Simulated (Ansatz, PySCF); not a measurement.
Al(CF3)(Me)2 (C3H6AlF3), SMILES [CH3][Al]([CH3])[C](F)(F)F. Atoms are numbered in the order given.

```xyz
13

Al    -0.0391     0.0139     0.1544
C      0.0260    -0.5241    -1.7936
F     -1.0893    -0.2029    -2.4961
F      0.2297    -1.8494    -1.9983
F      1.0594     0.1157    -2.4152
C     -1.0751     1.6131     0.5466
H     -0.5798     2.4959     0.1030
H     -1.1978     1.8093     1.6237
H     -2.0775     1.5634     0.0878
C      1.0162    -1.0853     1.3637
H      0.9446    -0.7776     2.4191
H      2.0819    -1.0484     1.0747
H      0.7194    -2.1464     1.2959
```

Geometry: ωB97X-D3(BJ)/def2-SVP.

Two levels are set side by side: PBE-D3(BJ)/def2-SVP (Ansatz, a first-principles code) and ωB97X-D3(BJ)/def2-SVP (PySCF). Each level has its own optimised geometry; the coordinates shown are those of the second. Differences are taken from unrounded values.

```tsv
quantity	ωB97X-D3(BJ)
mean bond length (Å)	1.384
bond Al1–C2 (Å)	2.022
bond Al1–C6 (Å)	1.945
bond Al1–C10 (Å)	1.945
bond C2–F3 (Å)	1.357
bond C2–F4 (Å)	1.356
bond C2–F5 (Å)	1.365
bond C6–H7 (Å)	1.105
bond C6–H8 (Å)	1.102
bond C6–H9 (Å)	1.103
bond C10–H11 (Å)	1.102
bond C10–H12 (Å)	1.105
bond C10–H13 (Å)	1.104
```

Question: What does PBE-D3(BJ) give, and how far is it from ωB97X-D3(BJ)? (An estimate is asked for; the answer gives what the named calculation found.)

Answer: 
```
quantity              PBE-D3(BJ)  PBE-D3(BJ) minus ωB97X-D3(BJ)
--------------------  ----------  -----------------------------
mean bond length (Å)       1.394                          0.009
bond Al1–C2 (Å)            2.033                          0.011
bond Al1–C6 (Å)            1.957                          0.012
bond Al1–C10 (Å)           1.957                          0.012
bond C2–F3 (Å)             1.368                          0.011
bond C2–F4 (Å)             1.368                          0.011
bond C2–F5 (Å)             1.380                          0.014
bond C6–H7 (Å)             1.113                          0.008
bond C6–H8 (Å)             1.109                          0.007
bond C6–H9 (Å)             1.110                          0.007
bond C10–H11 (Å)           1.109                          0.007
bond C10–H12 (Å)           1.113                          0.008
bond C10–H13 (Å)           1.111                          0.007
```

GGA bonds tend to be longer and softer than those of functionals with exact exchange. Differences between two approximate levels are no errors against the true value.
